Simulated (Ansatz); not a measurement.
```yaml
crystal:
  periodic: [false, false, false]
  atoms:
    - {symbol: Hf, position_ang: [1.693412, -0.524847, -0.043687]}
    - {symbol: Hf, position_ang: [-1.539408, 0.398049, 0.085838]}
    - {symbol: Se, position_ang: [-2.611551, 0.854973, 1.970681]}
    - {symbol: Se, position_ang: [0.618428, 1.907791, 0.090050]}
    - {symbol: Se, position_ang: [-0.872064, -1.693348, -0.014602]}
    - {symbol: Se, position_ang: [2.653639, -0.841983, -1.938010]}
basis:
  gaussian: {orbitals: def2-mTZVPP, point_charges: [{charge: -1.00, position_ang: [7.009, 0.069, -0.892]}]}
total_charge: 1
magnetization: {spin_polarized: false, initial_magnetization: 1}
hamiltonian: {xc: {name: B3LYP5}, pseudopotentials: {relativity: scalar}}
output: {forces: true}
```

```sh
$ ansatz run in.yaml --threads 4 --pin off --events-out ev --progress --plain --max-ram 4787MiB
```

Shortened log:

```
Functional definition: B3LYP5
2082 factors; integrals over basis functions are off by at most 1.6e-4 eV
mean field evaluation 1: about -266382.2328 eV, gradient 4.4e1 eV
mean field evaluation 2: about -266382.2444 eV, gradient 4.4e1 eV
mean field evaluation 4: about -266385.0187 eV, gradient 3.9e1 eV
mean field evaluation 8: about -266389.5358 eV, gradient 6.1e0 eV
mean field evaluation 16: about -266389.7213 eV, gradient 2.1e-1 eV
mean field evaluation 32: about -266389.7215 eV, gradient 4.3e-5 eV
mean field evaluation 64: about -266388.9838 eV, gradient 6.9e0 eV
mean field evaluation 96: about -266374.4848 eV, gradient 5.0e1 eV
mean field -266389.72154388 eV, -9789.6417012992 hartree, gradient 1.0e-5 eV, S^2 0.750000; 12 other end points of the search recorded, 0 dependent functions left out
reference -266389.72182689 eV, -9789.6417116994 hartree; 80, 79 occupied and 136, 137 virtual orbitals, 2082 factors
Total energy: -266389.72182689 eV, -9789.6417116994 hartree
Relativity: scalar
Atom 0 at     1.693412    -0.524847    -0.043687 Å, force    -2.233276     0.816448     5.401163 eV/Å
Atom 1 at    -1.539408     0.398049     0.085838 Å, force     0.180599     6.109562    -4.754131 eV/Å
Atom 2 at    -2.611551     0.854973     1.970681 Å, force    -2.408028     0.901764     4.687533 eV/Å
Atom 3 at     0.618428     1.907791     0.090050 Å, force    -0.147527    -0.922446    -0.132994 eV/Å
Atom 4 at    -0.872064    -1.693348    -0.014602 Å, force     2.746781    -6.184116    -0.131968 eV/Å
Atom 5 at     2.653639    -0.841983    -1.938010 Å, force     2.315129    -0.661697    -5.168104 eV/Å
Dipole moment:     0.882450    -0.224615    -0.133235 e Å
```

Run time 74 s (4 threads of Arm Neoverse V2 on a shared host), peak host memory 1.6 GiB.

In the def2 sets Hf takes a core potential; there is no spin–orbit coupling.

With spin_polarized false and unpaired electrons the run is restricted open-shell.

The dipole of an ion depends on the origin.
